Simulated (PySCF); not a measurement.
## Field gradients at the hydrogen positions

Compound: C₇H₈F₃P.
Z-matrix (Å and degrees, GFN2-xTB geometry), rows numbered from 1:
```
C 
C   1  1.5374
C   2  1.5026  1  109.41
C   3  1.3260  2  123.50  1   -82.92
P   4  1.8116  3  121.10  2     1.31
C   5  1.8968  4   95.43  3  -130.09
F   6  1.3415  5  111.04  4   -71.82
F   6  1.3413  5  111.10  4   169.12
F   6  1.3431  5  114.09  4    48.63
C   5  1.8117  4   96.79  3   -33.85
C  10  1.3260  5  121.10  4    33.91
H   1  1.0895  2  109.50  3    61.08
H   1  1.0873  2  110.34  3   -58.67
H   1  1.0874  2  110.36  3  -179.14
H   2  1.0940  1  108.39  3   118.93
H   3  1.0812  2  116.18  1    96.48
H   4  1.0820  3  122.34  2   177.85
H  10  1.0820  5  116.49  4  -149.50
H  11  1.0813  2  116.19  1   -96.52
```

Level: PBE0/pcSseg-1 (PySCF, non-relativistic); Q(2H) = 0.00286 b; rigid geometry, the same for H and D, with no vibrational averaging.

Question: Rank these positions by the coupling χzz of a deuteron there, largest first.
A. H18 (vinylic hydrogen)
B. H13 (methyl hydrogen)
C. H12 (methyl hydrogen)
D. H15 (methine hydrogen)

Answer: A (219 kHz), B (211 kHz), C (207 kHz), D (198 kHz).

Q: Tabulate Vzz, the asymmetry η and χzz = 234.96 MHz × Q × Vzz for every hydrogen position.

A: 
```json
{"atom": "H12", "bonded to": "C1", "bond length (Å)": "1.089", "Vzz (au)": "0.3077", "η": "0.05", "χzz (kHz)": "207"}
{"atom": "H13", "bonded to": "C1", "bond length (Å)": "1.087", "Vzz (au)": "0.3147", "η": "0.03", "χzz (kHz)": "211"}
{"atom": "H14", "bonded to": "C1", "bond length (Å)": "1.087", "Vzz (au)": "0.3146", "η": "0.03", "χzz (kHz)": "211"}
{"atom": "H15", "bonded to": "C2", "bond length (Å)": "1.094", "Vzz (au)": "0.2949", "η": "0.03", "χzz (kHz)": "198"}
{"atom": "H16", "bonded to": "C3", "bond length (Å)": "1.081", "Vzz (au)": "0.3262", "η": "0.05", "χzz (kHz)": "219"}
{"atom": "H17", "bonded to": "C4", "bond length (Å)": "1.082", "Vzz (au)": "0.3258", "η": "0.07", "χzz (kHz)": "219"}
{"atom": "H18", "bonded to": "C10", "bond length (Å)": "1.082", "Vzz (au)": "0.3258", "η": "0.07", "χzz (kHz)": "219"}
{"atom": "H19", "bonded to": "C11", "bond length (Å)": "1.081", "Vzz (au)": "0.3261", "η": "0.05", "χzz (kHz)": "219"}
```

Q: How does χzz go with the bond length over the 8 C–H bonds?

A: A straight-line fit has a slope of -16.1 kHz for each 0.01 Å, with a correlation coefficient of -0.99, over lengths from 1.081 to 1.094 Å. The longer bonds have the smaller couplings here.

Q: Give the 2H NMR doublet splittings at H14 for a magnetic field along the z, y and x axes of the gradient: 3χ/2, 3χ(1 + η)/4, 3χ(1 − η)/4.

A: With |χ| = 211.4 kHz and η = 0.027: 317, 163 and 154 kHz, to first order and without motion.

One conformer (not necessarily the lowest) at the GFN2-xTB geometry, without solvent, vibrations or thermal averaging. GFN2-xTB bond lengths can be off by several hundredths of an ångström, more for odd bonds, and the gradients follow them. The small basis limits the accuracy of the gradients.
